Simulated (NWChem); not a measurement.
Basis-set convergence for HBrGe

```xyz
3

Ge    -0.8333     0.8846     0.0000
H      0.2996     2.0450     0.0000
Br     0.7533    -0.8672     0.0000
```
Charge 0, spin multiplicity 1.

The numbers come from NWChem runs, not from measurements. Structure: optimised with PBE/def2-SVP, a minimum by its harmonic frequencies.

Quantity: dipole moment at the level PBE0.

The Hamiltonian is non-relativistic. The Pople sets run with spherical d functions. The structure started from a generated list of species.

Question: In def2-QZVP the value is 1.84 D. Among 3-21G, pcseg-1, 6-31G*, def2-SVP, aug-cc-pVDZ, def2-SVPD, cc-pVTZ, pcseg-2, aug-cc-pVTZ, which is the smallest basis within 0.05 D of it?

Answer: pcseg-1, with 59 functions against 180 and about 8 % of the time (also within reach: aug-cc-pVDZ, def2-SVPD, cc-pVTZ, pcseg-2, aug-cc-pVTZ). def2-QZVP isn't the basis-set limit itself, and a small set can land close by cancellation.

```tsv
basis	functions	dipole moment (D)
3-21G	46	1.94
pcseg-1	59	1.82
6-31G*	66	1.95
def2-SVP	69	1.75
aug-cc-pVDZ	81	1.86
def2-SVPD	87	1.85
cc-pVTZ	100	1.83
pcseg-2	100	1.87
aug-cc-pVTZ	141	1.83
def2-QZVP	180	1.84
```
